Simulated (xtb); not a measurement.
ReO3F, SMILES [O]=[Re](=[O])(=[O])[F], multiplicity 1. All values are semi-empirical tight-binding results from xtb (GFN2-xTB unless named), good for trends rather than for accurate numbers. Geometry: GFN2-xTB. The multiplicity is an assumed one; other spin states were not compared.

Optimised geometry:

Bonds (Å): Re1–O2 1.660, Re1–O3 1.660, Re1–O4 1.660, Re1–F5 1.766. Angles (°): O2–Re1–O3 106.9, O2–Re1–O4 106.9, O2–Re1–F5 111.9, O3–Re1–O4 106.9, O3–Re1–F5 111.9, O4–Re1–F5 111.9.
Charge 0, spin multiplicity 1.

For metal compounds this method's bond lengths and energies can be far off.

```json
{
  "point_group_as_xtb_finds_it": "C3v",
  "orbital_gap": "3.75 eV",
  "zero_point_energy": "6.5 kcal/mol",
  "G − E(el) at 298.15 K (modified RRHO)": "-12.1 kcal/mol"
}
```

Computed atomic charges and the Wiberg bond orders between heavy atoms:
charges (e) Re1 1.06, O2 -0.27, O3 -0.27, O4 -0.27, F5 -0.24. Bond orders Re1–O2 2.12, Re1–O3 2.12, Re1–O4 2.12, Re1–F5 1.05.
